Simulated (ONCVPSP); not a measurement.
**Potentials for Ge compared**

Generated with ld1.x 7.5 (TM, RRKJ, ultrasoft, PAW), atompaw 4.2 or ONCVPSP 4.0.1. The cutoff is in Ry: for ld1.x and atompaw files where the sum of valence levels is converged to 10 mRy in a Bessel basis, for ONCV files where the hardest occupied wave has 1 mHa per electron of residual kinetic energy. The error is the largest all-electron minus pseudo excitation energy over each file’s own four to seven test configurations (ionisations up to +4, promotions, holes and added fractions of an electron), all of which were solved. The labels leave out finer settings (local radius, basis sizes, second energies), which also bear on the numbers. Spin-polarised tests are not counted. The rows are a selection from randomly drawn settings: files with unsolved tests, undetermined cutoffs or missed reference levels are left out.

A true bound ghost makes a file unfit for plane-wave use even where its test errors are small: the radial tests pick states by their node count and pass the ghost by.

| potential | cutoff (Ry) | largest error (meV) | bound ghosts |
| --- | --- | --- | --- |
| ONCV, PBE, scalar-relativistic, rc 1.85/2.30/2.10 (spd), local smoothed, core correction yes, reference 4s1.75 4p2.25, qcut 3.1/3.1/4.7, projectors 2/3/2 | 53 | +6.7 | none |
| ONCV, PBE, fully relativistic, rc 1.35/1.70/0.95 (spd), local smoothed, core correction yes, reference 3d10 4s1.75 4p2.25, qcut 5.5/4.1/14.9, projectors 2/2/2 | 198 | -12 | s |
| ONCV, BLYP, scalar-relativistic, rc 1.50/2.40/0.95 (spd), local smoothed, core correction yes, reference 3d10 4s2 4p2, qcut 4.9/3.7/18.9, projectors 2/2/3 | 255 | -33 | s |
| ONCV, LDA (Perdew-Zunger), scalar-relativistic, rc 1.05/1.10/1.05 (spd), local smoothed, core correction yes, reference 3s2 3p6 3d10 4s2 4p1, qcut 11.4/11.6/13.1, projectors 3/2/2 | 170 | +84 | none |
| ONCV, PBE, scalar-relativistic, rc 1.60/1.85 (sp), local smoothed, core correction yes, reference 4s2 4p2, qcut 3.9/5.3, projectors 2/2 | 19 | -604 | none |
| ONCV, PBEsol, scalar-relativistic, rc 1.60/2.15/0.85 (spd), local smoothed, core correction yes, reference 3d10 4s2 4p1, qcut 4.1/3.6/21.1, projectors 2/2/1 | 314 | -520 | s |

(1) Fill in the row for Ge: ONCV, PBE, scalar-relativistic, rc 1.60/2.25/0.90 (spd), local d, core correction yes, reference 3d10 4s1 4p3, qcut 4.6/4.4/17.6, projectors 2/1/0.

Results:

(1) cutoff 242 Ry, largest error -5.6 meV, bound ghosts: s, p.
